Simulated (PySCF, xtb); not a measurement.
MoOF₃, SMILES [O]=[Mo+]([F])([F])[F], charge +1, multiplicity 1.

GFN2-xTB (xtb) at its own geometry gives an orbital gap of 4.37 eV.

Geometry: r2SCAN-D4/def2-SVP. The multiplicity is an assumed one; other spin states were not compared. The isomer is the one that the SMILES or the coordinates give; other isomers of the formula were not compared. The def2 effective core potentials stand for the cores of Mo; spin–orbit coupling is left out.

Task: What does CAM-B3LYP/def2-TZVPD (PySCF) give? (Estimate from the structure and the level; the computed values follow.)

Result: gap 10.26 eV (levels -20.10 and -9.84 eV).
